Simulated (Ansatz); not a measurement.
Relaxation of BH₆OSbSi (10 atoms, charge 0, multiplicity 1), to a largest force component of 0.015 eV/Å in at most 40 steps.

Method: RKS r2SCANh/def2-SVP in Ansatz 0.2.0.

```xyz
10
Properties=species:S:1:pos:R:3:forces:R:3
B -1.566 0.497 -0.088 -0.75 -0.34 -1.83
O -1.003 -0.595 -0.789 -0.32 1.31 1.95
Si 0.235 -1.135 0.228 1.33 -0.47 -0.79
Sb 2.332 0.417 0.072 0.30 -0.40 0.95
H -1.240 1.634 -0.338 0.50 -0.06 0.04
H -2.534 0.384 0.621 0.10 -0.46 0.27
H 0.714 -2.474 -0.191 -0.29 -0.11 -0.16
H -0.147 -1.216 1.633 -0.50 0.06 0.54
H 2.647 0.121 1.835 -0.18 0.13 -1.15
H 3.274 -0.976 -0.392 -0.20 0.34 0.17
```

Q: Where does it end, and by what steps?

A: It converged. After 25 steps the energy has fallen by 0.866 eV; H9 moved furthest, 1.05 Å.

```json
{"step": "0", "energy less start (eV)": "0.0000", "largest force component (eV/Å)": "1.954", "accepted": "yes"}
{"step": "1", "energy less start (eV)": "-0.0907", "largest force component (eV/Å)": "1.773", "accepted": "yes"}
{"step": "2", "energy less start (eV)": "-0.3537", "largest force component (eV/Å)": "0.940", "accepted": "yes"}
{"step": "3", "energy less start (eV)": "-0.5029", "largest force component (eV/Å)": "0.420", "accepted": "yes"}
{"step": "4", "energy less start (eV)": "-0.5901", "largest force component (eV/Å)": "0.373", "accepted": "yes"}
{"step": "5", "energy less start (eV)": "-0.6610", "largest force component (eV/Å)": "0.549", "accepted": "yes"}
{"step": "6", "energy less start (eV)": "-0.7376", "largest force component (eV/Å)": "0.484", "accepted": "yes"}
{"step": "7", "energy less start (eV)": "-0.8025", "largest force component (eV/Å)": "0.251", "accepted": "yes"}
{"step": "8", "energy less start (eV)": "-0.8257", "largest force component (eV/Å)": "0.070", "accepted": "yes"}
{"step": "9", "energy less start (eV)": "-0.8185", "largest force component (eV/Å)": "0.524", "accepted": "no"}
{"step": "10", "energy less start (eV)": "-0.8301", "largest force component (eV/Å)": "0.238", "accepted": "yes"}
{"step": "11", "energy less start (eV)": "-0.8278", "largest force component (eV/Å)": "0.421", "accepted": "no"}
{"step": "12", "energy less start (eV)": "-0.8344", "largest force component (eV/Å)": "0.056", "accepted": "yes"}
{"step": "13", "energy less start (eV)": "-0.8372", "largest force component (eV/Å)": "0.032", "accepted": "yes"}
{"step": "14", "energy less start (eV)": "-0.8412", "largest force component (eV/Å)": "0.056", "accepted": "yes"}
{"step": "15", "energy less start (eV)": "-0.8461", "largest force component (eV/Å)": "0.119", "accepted": "yes"}
{"step": "16", "energy less start (eV)": "-0.8444", "largest force component (eV/Å)": "0.409", "accepted": "no"}
{"step": "17", "energy less start (eV)": "-0.8504", "largest force component (eV/Å)": "0.087", "accepted": "yes"}
{"step": "18", "energy less start (eV)": "-0.8546", "largest force component (eV/Å)": "0.071", "accepted": "yes"}
{"step": "19", "energy less start (eV)": "-0.8584", "largest force component (eV/Å)": "0.169", "accepted": "yes"}
{"step": "20", "energy less start (eV)": "-0.8607", "largest force component (eV/Å)": "0.211", "accepted": "yes"}
{"step": "21", "energy less start (eV)": "-0.8614", "largest force component (eV/Å)": "0.178", "accepted": "yes"}
{"step": "22", "energy less start (eV)": "-0.8630", "largest force component (eV/Å)": "0.291", "accepted": "yes"}
{"step": "23", "energy less start (eV)": "-0.8658", "largest force component (eV/Å)": "0.068", "accepted": "yes"}
{"step": "24", "energy less start (eV)": "-0.8662", "largest force component (eV/Å)": "0.018", "accepted": "yes"}
{"step": "25", "energy less start (eV)": "-0.8663", "largest force component (eV/Å)": "0.004", "accepted": "yes"}
```

```xyz
10
Properties=species:S:1:pos:R:3
B -1.560 0.620 0.016
O -1.159 -0.652 0.191
Si 0.349 -1.403 0.283
Sb 2.246 0.267 -0.271
H -0.737 1.503 -0.135
H -2.745 0.854 0.014
H 0.346 -2.507 -0.715
H 0.460 -1.982 1.649
H 2.161 0.902 1.317
H 3.349 -0.945 0.242
```

Time of the run: 98 s on 2 threads of Arm Neoverse V2 (shared host), peak memory 0.25 GiB.
